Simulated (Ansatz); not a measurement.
Steps of a relaxation of `C[SiH]([SiH3])I` with RKS PBE0-D4/def2-TZVP.

```sh
$ ansatz run in.yaml --threads 4 --pin off --events-out ev --progress --plain --max-ram 10444MiB
```

```yaml
crystal:
  periodic: [false, false, false]
  atoms:
    - {symbol: C, position_ang: [-0.781710, 1.564353, -0.189222]}
    - {symbol: Si, position_ang: [-0.222988, -0.148497, -0.755913]}
    - {symbol: Si, position_ang: [1.150478, -1.219176, 0.824607]}
    - {symbol: I, position_ang: [-2.217478, -1.602474, -1.070607]}
    - {symbol: H, position_ang: [-1.317306, 1.498864, 0.778484]}
    - {symbol: H, position_ang: [-1.457243, 2.024022, -0.937411]}
    - {symbol: H, position_ang: [0.103768, 2.221737, -0.059771]}
    - {symbol: H, position_ang: [0.460908, -0.065987, -2.094753]}
    - {symbol: H, position_ang: [0.411173, -1.321510, 2.131173]}
    - {symbol: H, position_ang: [2.406916, -0.412706, 1.041741]}
    - {symbol: H, position_ang: [1.528883, -2.595626, 0.352272]}
basis:
  gaussian: {orbitals: def2-TZVP}
hamiltonian: {xc: pbe0, dispersion: d4}
relax: {f_tol: 0.005, max_steps: 150}
```

Positions (Å) and forces (eV/Å) along the path, 8 of 8 steps:

```xyz
11
step=1 energy=-25002.2412 eV
C    -0.782    1.564   -0.189   -0.062    0.138    0.044
Si   -0.223   -0.148   -0.756   -0.076    0.124   -0.069
Si    1.150   -1.219    0.825    0.092   -0.068    0.106
I    -2.217   -1.602   -1.071    0.263    0.198    0.039
H    -1.317    1.499    0.778    0.256    0.035   -0.472
H    -1.457    2.024   -0.937    0.321   -0.221    0.361
H     0.104    2.222   -0.060   -0.423   -0.319   -0.065
H     0.461   -0.066   -2.095   -0.171   -0.024    0.275
H     0.411   -1.322    2.131    0.153    0.016   -0.269
H     2.407   -0.413    1.042   -0.265   -0.172   -0.042
H     1.529   -2.596    0.352   -0.088    0.294    0.094
11
step=2 energy=-25002.2716 eV
C    -0.782    1.556   -0.192    0.063    0.014    0.012
Si   -0.212   -0.144   -0.745    0.067    0.246   -0.023
Si    1.145   -1.218    0.824    0.077    0.004    0.040
I    -2.174   -1.562   -1.057   -0.194   -0.155   -0.023
H    -1.307    1.494    0.768    0.070    0.007   -0.131
H    -1.458    2.000   -0.932    0.094   -0.074    0.093
H     0.088    2.214   -0.072   -0.130   -0.073   -0.010
H     0.446   -0.067   -2.082    0.003    0.009    0.088
H     0.413   -1.324    2.118    0.027    0.005   -0.067
H     2.392   -0.423    1.041   -0.052   -0.053    0.005
H     1.515   -2.581    0.349   -0.026    0.070    0.015
11
step=3 energy=-25002.2764 eV
C    -0.776    1.552   -0.190   -0.014   -0.055   -0.023
Si   -0.225   -0.147   -0.746    0.080    0.103    0.029
Si    1.147   -1.207    0.819   -0.015   -0.024    0.010
I    -2.192   -1.584   -1.055   -0.019   -0.012   -0.003
H    -1.307    1.491    0.761   -0.008    0.006    0.009
H    -1.441    2.000   -0.931   -0.012    0.014   -0.004
H     0.094    2.203   -0.062    0.007   -0.010   -0.006
H     0.451   -0.064   -2.067   -0.021   -0.010   -0.018
H     0.412   -1.314    2.106    0.000   -0.008    0.015
H     2.393   -0.422    1.045   -0.003    0.010   -0.009
H     1.510   -2.565    0.341    0.005   -0.013    0.000
11
step=4 energy=-25002.2772 eV
C    -0.778    1.554   -0.192    0.000   -0.024   -0.005
Si   -0.218   -0.141   -0.745    0.014    0.034    0.008
Si    1.147   -1.212    0.821   -0.003   -0.005    0.004
I    -2.189   -1.580   -1.054   -0.005   -0.006   -0.001
H    -1.306    1.493    0.762    0.000    0.003   -0.001
H    -1.447    1.998   -0.931    0.000   -0.001    0.000
H     0.090    2.208   -0.069    0.001    0.002   -0.001
H     0.451   -0.061   -2.071   -0.007   -0.006    0.000
H     0.414   -1.321    2.110    0.000   -0.001   -0.001
H     2.392   -0.425    1.045    0.002   -0.001    0.002
H     1.511   -2.570    0.344   -0.002    0.003   -0.005
11
step=5 energy=-25002.2773 eV
C    -0.779    1.556   -0.194    0.005    0.001   -0.002
Si   -0.215   -0.137   -0.742   -0.001    0.001    0.000
Si    1.147   -1.213    0.822    0.002    0.002    0.002
I    -2.183   -1.582   -1.046    0.000    0.000   -0.001
H    -1.306    1.498    0.760   -0.001    0.001    0.001
H    -1.450    1.996   -0.934    0.000    0.000   -0.001
H     0.087    2.214   -0.073   -0.004   -0.002   -0.001
H     0.451   -0.062   -2.069   -0.002    0.000    0.000
H     0.412   -1.328    2.110   -0.001   -0.002    0.000
H     2.395   -0.431    1.051    0.003    0.000    0.002
H     1.508   -2.569    0.335    0.000   -0.001   -0.001
11
step=6 energy=-25002.2770 eV rejected
C    -0.779    1.558   -0.195   -0.038   -0.009    0.004
Si   -0.217   -0.138   -0.739    0.034    0.007    0.023
Si    1.152   -1.212    0.826   -0.037   -0.015   -0.031
I    -2.186   -1.580   -1.046    0.010    0.001    0.008
H    -1.304    1.507    0.761    0.006   -0.006   -0.011
H    -1.455    1.989   -0.937    0.003    0.009    0.006
H     0.084    2.218   -0.083    0.018    0.009   -0.003
H     0.447   -0.059   -2.068    0.001   -0.009    0.004
H     0.412   -1.339    2.110    0.005    0.006    0.002
H     2.401   -0.435    1.065   -0.010    0.003   -0.006
H     1.509   -2.567    0.329    0.009    0.004    0.004
11
step=7 energy=-25002.2774 eV
C    -0.779    1.558   -0.195    0.001    0.000    0.000
Si   -0.215   -0.137   -0.740    0.000    0.000   -0.001
Si    1.148   -1.213    0.823    0.000   -0.001    0.001
I    -2.184   -1.581   -1.042    0.000    0.000    0.000
H    -1.305    1.501    0.760    0.000    0.000    0.000
H    -1.451    1.995   -0.936    0.000    0.000    0.000
H     0.086    2.216   -0.078    0.000    0.000    0.000
H     0.449   -0.063   -2.069    0.000    0.000    0.000
H     0.411   -1.335    2.108    0.000   -0.001    0.000
H     2.394   -0.431    1.058    0.000    0.000    0.000
H     1.511   -2.567    0.331    0.000    0.001   -0.001
11
step=8 energy=-25002.2774 eV
C    -0.779    1.559   -0.196   -0.003    0.001    0.000
Si   -0.215   -0.136   -0.739    0.001   -0.001    0.002
Si    1.148   -1.214    0.823   -0.001   -0.001   -0.001
I    -2.184   -1.581   -1.038    0.000    0.000    0.000
H    -1.303    1.504    0.760    0.000    0.000   -0.001
H    -1.452    1.994   -0.937    0.000    0.000    0.001
H     0.086    2.218   -0.081    0.002    0.000    0.000
H     0.448   -0.064   -2.068    0.000   -0.001    0.000
H     0.409   -1.342    2.107    0.001    0.000   -0.001
H     2.393   -0.430    1.063   -0.001    0.000    0.000
H     1.514   -2.565    0.327    0.001    0.001    0.001
```

Run time 31 s (4 threads of an Arm Neoverse V2 on a shared host); peak host memory 0.61 GiB.
